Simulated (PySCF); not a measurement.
Species: C₄H₃F₃N (doublet state).
Geometry (GFN2-xTB, Å), atoms numbered from 1 in this order:
```
atom  x, y, z in Å
C1     1.7345   -0.2963   -0.8611
C2     0.5501   -0.6142   -0.3606
F3     0.2249   -1.9092   -0.1764
C4    -0.4960    0.3557    0.0519
N5    -0.2632    1.5749    0.4401
C6    -1.8277   -0.0644    0.0219
F7    -2.2537   -1.2344   -0.4040
F8    -2.8367    0.7010    0.3693
H9     2.0079    0.7274   -1.0353
H10    2.4444   -1.0579   -1.1267
H11    0.7209    1.8201    0.4632
```

The hyperfine couplings belong to this conformer and change with its torsions.

Identity: `[H]/N=C(/[C](F)F)C(=C)F` [radical].

Theory: PySCF, UKS B3LYP, pcH-1 on C F H N, non-relativistic, mean-field spin-orbit, GIAO. Isolated species at its GFN2-xTB geometry (one conformer only). The geometry wasn't refined by DFT: couplings that depend on bond lengths, twists or pyramidal angles can differ widely from those at the functional's own minimum. The frame is twisted about the C2–C4 bond at this geometry (dihedral C1–C2–C4–N5 = -26°); couplings at other torsion angles weren't computed. No stability test was run, so a lower SCF solution isn't excluded. ⟨S²⟩ is 0.774 where a pure state has 0.75.

Task: Give the isotropic g value and a_iso(19F) at F8.

Result: g_iso = 2.00430 and a = +94.43 MHz, or +3.366 mT (Mulliken spin population +0.04).

Task: Take this nucleus alone (I = 1/2, g_N = 5.2577) with S = 1/2. Where do its 2 lines fall at 3.424 GHz to first order, to second order and exactly?

Result: First order: B = B0 − a·mI with B0 = 122.056 mT. Second order subtracts a²[I(I+1) − mI²]/(2B0). The exact fields come from the Breit–Rabi levels of H = g μB B Sz − g_N μN B Iz + a S·I.

```json
{"mI": "−1/2", "first order (mT)": "123.739", "second order (mT)": "123.716", "exact (mT)": "123.716", "exact − first order": "-0.023"}
{"mI": "+1/2", "first order (mT)": "120.373", "second order (mT)": "120.350", "exact (mT)": "120.349", "exact − first order": "-0.024"}
```

Task: Someone takes the midpoint and the distance of the outer exact lines at face value. What g and a result?

Result: Their midpoint, 122.033 mT, gives an apparent g of 2.00468 (true 2.00430), and their distance over 2I an apparent |a| of 3.367 mT (true 3.366).

Task: What levels remain at zero field?

Result: F = I ± 1/2 = 1 and 0, at a·I/2 = +23.6 MHz and −a(I+1)/2 = -70.8 MHz, that is |a|(I + 1/2) = 94.4 MHz apart; F = 0 lies lower.

Other couplings of abundant isotopes, left aside here: 1 × 19F 103 MHz, 1 × 1H 37 MHz, 1 × 14N 18 MHz, 1 × 19F 5 MHz, 1 × 1H 2 MHz.

F7 and F8 aren't averaged: C6 is flat or nearly so (angle sum 360°), and its turn about the short C6–C4 bond (1.40 Å) is taken as slow.
